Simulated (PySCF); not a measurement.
CH7AlGe, SMILES [CH3][AlH][GeH3].

Geometry optimised at PBE-D3(BJ)/def2-SVP. The structure was generated by enumeration; whether it is a known compound was not checked.

Two levels are set side by side: TDDFT-PBE/def2-SVPD (PySCF) and TDDFT-ωB97X/def2-SVPD (PySCF). Vertical, same geometry. The lowest singlet is HOMO→LUMO 99 % with PBE and HOMO→LUMO 98 % with the other functional; states are paired by order. Differences are taken from unrounded values.

```csv
quantity,TDDFT-ωB97X,TDDFT-PBE,TDDFT-PBE minus TDDFT-ωB97X
lowest singlet excitation (eV),4.54,4.03,-0.51
lowest triplet excitation (TDA) (eV),4.03,3.50,-0.53
first bright state (f over 0.05) (eV),6.60,5.82,-0.78
its oscillator strength,0.14,0.10,-0.05
```

A lower first singlet is the usual sign of a functional without exact exchange. Differences between two approximate levels are no errors against the true value.

Rough cost on one machine, each run with all the roots and properties that it gave: TDDFT-ωB97X against TDDFT-PBE about 6 times.
